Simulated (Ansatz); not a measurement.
Molecule: CdF, charge 0, multiplicity 2. SMILES: [F][Cd]
Geometry from a B3LYP-D3(BJ)/def2-TZVP (Ansatz, a program for electronic structure) optimisation:
```xyz
2

Cd     0.0000     0.0000    -0.3189
F      0.0000     0.0000     1.7008
```
Charge 0, spin multiplicity 2.

Wanted: vertical electron affinity to the singlet, in eV. Conventions: open shells spin-unrestricted; spin-orbit terms left out; 6-31G* and kin with 6d, 5d where marked; valence correlation only (noble-gas shells and the d and f shells of earlier blocks); each state is the SCF solution reached for its charge and spin; LANL2DZ with its own core potentials from Na on; STO-3G and 3-21G all-electron and non-relativistic; def2 sets with scalar-relativistic core potentials past Kr. Ab initio and DFT rows: single points at B3LYP-D3(BJ) geometries (Ansatz).

| level | program | vertical electron affinity to the singlet (eV) |
|---|---|---|
| HF/6-31G* with LANL2DZ past Ar | Ansatz | 0.42 |
| PBE/6-31G* with LANL2DZ past Ar | Ansatz | 1.17 |
| B3LYP/STO-3G | Ansatz | -5.05 |
| B3LYP/3-21G | Ansatz | 1.53 |
| B3LYP/6-31G* with LANL2DZ past Ar | Ansatz | 1.35 |
| MP2/6-31G* with LANL2DZ past Ar | Ansatz | 0.94 |
| PBE/def2-TZVPD | Ansatz | 1.99 |
| PBE0/def2-TZVPD | Ansatz | 1.91 |

No value to compare with is used here. The 6 habitual levels span -5.05 (B3LYP/STO-3G) to 1.53 eV (B3LYP/3-21G); PBE0/def2-TZVPD gives 1.91.

The levels are drawn from those run, B3LYP/6-31G* more often than the rest, none by its result; runs whose electronic state is in doubt are left out.
